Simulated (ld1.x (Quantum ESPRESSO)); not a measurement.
What one change does to a pseudopotential (Te, TM)

ld1.x (Quantum ESPRESSO) 7.5 input, shortened:

```
&input
   title='Te', zed=52., rel=1, dft='PZ', iswitch=3,
   config='[Kr] 4d10 5s2 5p4 5d-2'
 /
 &inputp
   pseudotype=2, tm=.true., lloc=0,
   nlcc=.true.
 /
3
5P  2  1   4.00   0.00  1.90  1.90  0.0
5D  3  2  -2.00   0.40  1.55  1.55  0.0
5S  1  0   2.00   0.00  1.85  1.85  0.0
 &test
   configts(1)='5s2 5p4'
 /
```

Change: all radii but the core radius scaled by about 1.09 (s 2.02, p 2.08, d 1.70 bohr).

Cutoffs: the cutoffs (Ry, on a coarse ladder) from which the occupation-weighted sum of valence levels, in a spherical-Bessel basis at the reference potential, stays within 10 and 1 mRy of its value at 400 Ry; they do not see the model core or the augmentation charge, which bear on the density cutoff. Errors are all-electron minus pseudo energies relative to the spin-unpolarised reference configuration.

**Question.** How do hardness, ghosts and transferability respond?

**Answer.** The potential gets softer (30 Ry and 50 Ry → 30 Ry and 40 Ry); both files keep a bound ghost (d); of the 9 tests that both files solve, the error grows in 4 and shrinks in 0 by more than 15 % and 0.3 meV (median size 7.8 → 9.6 meV). A larger radius leaves more room for a smooth pseudo-wave, so fewer plane waves are needed. More of the atom is replaced by a form fitted at one configuration, so other configurations suffer.

| quantity | base | changed |
| --- | --- | --- |
| cutoff, loose | 30 Ry | 30 Ry |
| cutoff, tight | 50 Ry | 40 Ry |
| bound ghosts | d | d |
| error for 5s2 5p3, meV [ΔE 9.92 eV] | -4.1 | -4.0 |
| error for 5s2 5p2, meV [ΔE 28.09 eV] | -22 | -21 |
| error for 5s2 5p1, meV [ΔE 55.32 eV] | -78 | -73 |
| error for 5s2 5p0, meV [ΔE 92.23 eV] | -215 | -200 |
| error for 5s1 5p5, meV [ΔE 9.35 eV] | -7.8 | -9.6 |
| error for 5s0 5p6, meV [ΔE 18.92 eV] | -30 | -38 |
| error for 5s2 5p3.5, meV [ΔE 3.98 eV] | -1.3 | -1.3 |
| error for 5s2 5p4 (spin-polarised), meV [ΔE -0.48 eV] | +2.6 | +3.5 |
| error for 5s2 5p3 (spin-polarised), meV [ΔE 8.60 eV] | +0.8 | +3.6 |

 A true bound ghost makes a file unfit for plane-wave use even where its test errors are small: the radial tests pick states by their node count and pass the ghost by.
